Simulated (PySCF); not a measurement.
Ho⁵²⁺: ionisation energy

Ho⁵²⁺ [Ne] 3s2 3p3 (4S) → Ho⁵³⁺ [Ne] 3s2 3p2 (3P), as a difference of total energies. All numbers are calculated (PySCF 2.14, scalar relativity by spin-free X2C-1e, in an even-tempered Gaussian basis (17 s from 13 bohr⁻², ratio 2.5; 12 p from 17 bohr⁻², ratio 2.5; 4 d from 65 bohr⁻², ratio 2.7; 4 f from 97 bohr⁻², ratio 2.7)). Correlated levels: outer shells: 1s2 frozen; virtual orbitals above 40 to 60 times the deepest correlated orbital energy dropped. The calculations carry no spin-orbit coupling.

| method | ionisation energy (eV) |
| --- | --- |
| UHF | 4889.6 |
| LDA | 4889.4 |
| PBE | 4890.2 |
| PBE0 | 4890.5 |
| r2SCAN | 4891.5 |
| r2SCANh | 4891.5 |
| r2SCAN0 | 4891.4 |
| MP2 (outer shells) | 4890.1 |
| SCS-MP2 (outer shells) | 4889.8 |

Spin-orbit coupling is strong in these open shells (close to jj coupling). The scalar numbers leave it out and a first-order estimate fails, so it can dominate the gap to the real levels.

The ground level that NIST lists for one species does not belong to the high-spin term computed here, so part of any gap is the choice of state.

Breit and QED terms and the two-electron picture change are absent.

For comparison: 4802 ± 4 eV (theoretical estimate listed by NIST; NIST Atomic Spectra Database, ionization energies).
